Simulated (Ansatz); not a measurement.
CH3FO2SW, SMILES `C[O][W](=[O])([F])=[S]`. Charge 0, multiplicity 1. Correlated methods include outer-core shells of W, which these sets cover unevenly. W takes the def2 core potential.

Z-matrix (Å, degrees):
```
C
W 1 3.088
O 1 1.410 2 20.6
H 1 1.091 2 122.6 3 50.3
H 1 1.091 2 112.7 3 -83.9
H 1 1.092 2 90.3 3 164.3
F 2 1.857 1 119.9 3 -59.7
O 2 1.697 1 113.8 3 73.4
S 2 2.131 1 92.5 3 -175.1
```

Task: Give the diagnostics of a CCSD(T)/def2-TZVPP run (frozen core, Ansatz). (An estimate is asked.)

Result: Ansatz gave: T1 = 0.0216, largest single amplitude 0.043, largest double 0.070, (T) share of the correlation energy 5.2 %, 14 CCSD cycles. The RHF solution is stable towards an unrestricted one. T1 lies over the customary mark of 0.02 for closed shells; compounds of d metals often pass it without a breakdown.
